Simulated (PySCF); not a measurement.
A calculated (LDA, PySCF 2.14, x2c-TZVPPall with one added diffuse shell each of s, p, d type, the spin-free X2C one-electron Hamiltonian (Gaussian nucleus)) atom or ion has these occupied shells.

```tsv
shell	electrons	orbital energy (eV)	rms radius, mean of both spins (bohr)
1s α	1	-382.33	0.268
1s β	1	-380.27	0.268
2s α	1	-20.516	1.43
2p α	3	-9.149	1.69
2p β	1	-5.129	1.69
```

Name the element and its charge.

N (nitrogen, neutral), in [He] 2s1 2p4, high-spin 4P determinant (an excited configuration).
